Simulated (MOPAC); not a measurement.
MOPAC input (PM6):

```
PM6 1SCF GEO-OK AUX(PRECISION=9) THREADS=1
CH3BI2

C    -2.36108500 1   -0.30710400 1    0.17542400 1
B    -0.82854900 1   -0.10580000 1    0.03927600 1
I     0.47516300 1   -1.78734700 1   -0.17962400 1
I     0.02561300 1    1.85253200 1    0.14185700 1
H    -2.93358400 1    0.55524500 1   -0.16768000 1
H    -2.58264200 1   -0.42884400 1    1.24397200 1
H    -2.71561700 1   -1.20957400 1   -0.32355200 1
```

Output:

```
 *******************************************************************************
 **                                                                           **
 **                              MOPAC v23.2.5                                **
 **                                                                           **
 *******************************************************************************
 ** MOPAC's Digital Object Identifier: https://doi.org/10.5281/zenodo.6511958 **
 **                                                                           **
 ** Please cite the open-source release paper for use of this MOPAC version:  **
 ** J. E. Moussa and J. J. P. Stewart (2026)                                  **
 ** MOPAC: An open-source semiempirical molecular orbital program             **
 ** J. Open Source Softw., 11(119), 8025, https://doi.org/10.21105/joss.08025 **
 *******************************************************************************

                              PM6 CALCULATION RESULTS

 *******************************************************************************
 *  PM6        - The PM6 Hamiltonian to be used
 *  GEO-OK     - OVERRIDE INTERATOMIC DISTANCE AND OTHER SAFETY CHECKS
 *  1SCF       - DO 1 SCF AND THEN STOP
 *  AUX        - OUTPUT AUXILIARY INFORMATION
 *******************************************************************************
PM6 1SCF GEO-OK AUX(PRECISION=9) THREADS=1
 CH3BI2

   ATOM   CHEMICAL          X               Y               Z
  NUMBER   SYMBOL      (ANGSTROMS)     (ANGSTROMS)     (ANGSTROMS)

     1       C         -2.36108500  *  -0.30710400  *   0.17542400  *
     2       B         -0.82854900  *  -0.10580000  *   0.03927600  *
     3       I          0.47516300  *  -1.78734700  *  -0.17962400  *
     4       I          0.02561300  *   1.85253200  *   0.14185700  *
     5       H         -2.93358400  *   0.55524500  *  -0.16768000  *
     6       H         -2.58264200  *  -0.42884400  *   1.24397200  *
     7       H         -2.71561700  *  -1.20957400  *  -0.32355200  *

          CARTESIAN COORDINATES

    NO.       ATOM           X           Y           Z

     1         C         -2.3611     -0.3071      0.1754
     2         B         -0.8285     -0.1058      0.0393
     3         I          0.4752     -1.7873     -0.1796
     4         I          0.0256      1.8525      0.1419
     5         H         -2.9336      0.5552     -0.1677
     6         H         -2.5826     -0.4288      1.2440
     7         H         -2.7156     -1.2096     -0.3236

 General Reference for PM6:
 "Optimization of Parameters for Semiempirical Methods V: Modification of NDDO Approximations
 and Application to 70 Elements", J. J. P. Stewart, J. Mol. Mod., 13, 1173-1213 (2007)
 URL: https://link.springer.com/article/10.1007/s00894-007-0233-4

           Empirical Formula: C H3 B I2  =     7 atoms

      MOLECULAR POINT GROUP   :   Cs

      RHF CALCULATION, NO. OF DOUBLY OCCUPIED LEVELS = 12

 -------------------------------------------------------------------------------
 PM6 1SCF GEO-OK AUX(PRECISION=9) THREADS=1
 CH3BI2

     1SCF WAS SPECIFIED, SO BFGS WAS NOT USED
     SCF FIELD WAS ACHIEVED

                              PM6 CALCULATION
                                                       MOPAC v23.2.5 Linux

          FINAL HEAT OF FORMATION =          0.24524 KCAL/MOL =       1.02607 KJ/MOL

          COSMO AREA              =        141.41 SQUARE ANGSTROMS
          COSMO VOLUME            =        135.77 CUBIC ANGSTROMS

          IONIZATION POTENTIAL    =          9.495974 EV
          HOMO LUMO ENERGIES (EV) =         -9.496 -2.469
          NO. OF FILLED LEVELS    =         12
          MOLECULAR WEIGHT        =        279.6537         POINT GROUP:  Cs

          MOLECULAR DIMENSIONS (Angstroms)

            Atom       Atom       Distance
            H     7    I     4     4.13611
            H     5    I     3     4.10285
            H     6    I     3     1.47458

          SCF CALCULATIONS        =          1

   ATOM   CHEMICAL          X               Y               Z
  NUMBER   SYMBOL      (ANGSTROMS)     (ANGSTROMS)     (ANGSTROMS)

     1       C         -2.36108500  *  -0.30710400  *   0.17542400  *
     2       B         -0.82854900  *  -0.10580000  *   0.03927600  *
     3       I          0.47516300  *  -1.78734700  *  -0.17962400  *
     4       I          0.02561300  *   1.85253200  *   0.14185700  *
     5       H         -2.93358400  *   0.55524500  *  -0.16768000  *
     6       H         -2.58264200  *  -0.42884400  *   1.24397200  *
     7       H         -2.71561700  *  -1.20957400  *  -0.32355200  *

                             CARTESIAN COORDINATES

   1    C       -2.361085000    -0.307104000     0.175424000
   2    B       -0.828549000    -0.105800000     0.039276000
   3    I        0.475163000    -1.787347000    -0.179624000
   4    I        0.025613000     1.852532000     0.141857000
   5    H       -2.933584000     0.555245000    -0.167680000
   6    H       -2.582642000    -0.428844000     1.243972000
   7    H       -2.715617000    -1.209574000    -0.323552000

           Empirical Formula: C H3 B I2  =     7 atoms

      MOLECULAR POINT GROUP   :   Cs

                  EIGENVALUES
 -25.93649 -20.84956 -20.36104 -16.19703 -15.00725 -14.70316 -12.87046 -11.01944
 -10.88997 -10.17683  -9.95734  -9.49597  -2.46878  -1.38367  -0.46977   2.66230
   4.97377   5.22883   6.18068 109.82115 110.26647 110.27381 111.33620 111.33779
 111.42320 111.46040 111.99555 112.07528 112.33122

              NET ATOMIC CHARGES AND DIPOLE CONTRIBUTIONS

  ATOM NO.   TYPE          CHARGE      No. of ELECS.   s-Pop       p-Pop       d-Pop
    1          C          -0.580483        4.5805     1.09543     3.48505
    2          B           0.342770        2.6572     1.04109     1.61614
    3          I          -0.167010        7.1670     1.96060     5.20362     0.00279
    4          I          -0.167009        7.1670     1.96060     5.20362     0.00279
    5          H           0.188169        0.8118     0.81183
    6          H           0.195394        0.8046     0.80461
    7          H           0.188169        0.8118     0.81183
 DIPOLE           X         Y         Z       TOTAL
 POINT-CHG.    -2.712    -0.364     0.329     2.756
 HYBRID         0.425     0.050     0.028     0.428
 SUM           -2.288    -0.314     0.358     2.337

          ATOMIC ORBITAL ELECTRON POPULATIONS

     Atom    s        px        py        pz      x^2-y^2     xz        z^2       yz        xy
    1  C   1.09543   1.10582   1.19556   1.18367
    2  B   1.04109   0.75189   0.60697   0.25728
    3  I   1.96060   1.74638   1.55695   1.90030   0.00078   0.00016   0.00045   0.00026   0.00114
    4  I   1.96060   1.88678   1.41163   1.90521   0.00095   0.00007   0.00046   0.00032   0.00099
    5  H   0.81183
    6  H   0.80461
    7  H   0.81183

 **********************
 *                    *
 * JOB ENDED NORMALLY *
 *                    *
 **********************

 == MOPAC DONE ==
```

The geometry given is a B3LYP-D3(BJ)/def2-TZVP minimum.
